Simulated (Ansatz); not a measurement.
**CrH2, quintet: CASSCF and its corrections**

Calculated in Ansatz's Gaussian-basis code. Basis def2-SVP, nonrelativistic, 5 orbitals frozen in the corrections. State-specific CASSCF; RHF is the lowest restricted (open-shell) Hartree–Fock solution met. The basis is small, far from the limit. Solutions may break the symmetry of the shape. No proof that the lowest CASSCF solution was found.

Geometry:

```xyz
3

H     0.0000    0.8400    1.4549
Cr    0.0000    0.0000    0.0000
H     0.0000    0.8400   -1.4549
```

Q: What do CASSCF and its corrections give against RHF in CAS(8,8), and what are the occupations?

A: CASSCF -0.910 eV, SC-NEVPT2 -6.706 eV; occupations 1.97, 1.95, 1.00, 1.00, 1.00, 1.00, 0.04, 0.03.
